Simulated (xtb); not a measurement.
H3O4Si, SMILES [O][Si](O)(O)O (connectivity only; charge and spin as stated), charge -1, multiplicity 1. All values are semi-empirical tight-binding results from xtb (GFN2-xTB unless named), good for trends rather than for accurate numbers. Coordinates come from a GFN2-xTB optimisation. The spin state was assumed, not searched. The isomer is the one that the SMILES or the coordinates give; other isomers of the formula were not compared. One conformer was computed; it need not be the lowest.

```yaml
point_group_as_xtb_finds_it: C3
orbital_gap: 9.70 eV
zero_point_energy: 27.8 kcal/mol
G − E(el) at 298.15 K (modified RRHO): 9.1 kcal/mol
static polarisability (D4 model): 58.0 bohr³
solvation energy, GFN2-xTB/ALPB(water): -67.2 kcal/mol
solvation energy, GFN2-xTB/ALPB(dmso): -65.4 kcal/mol
```
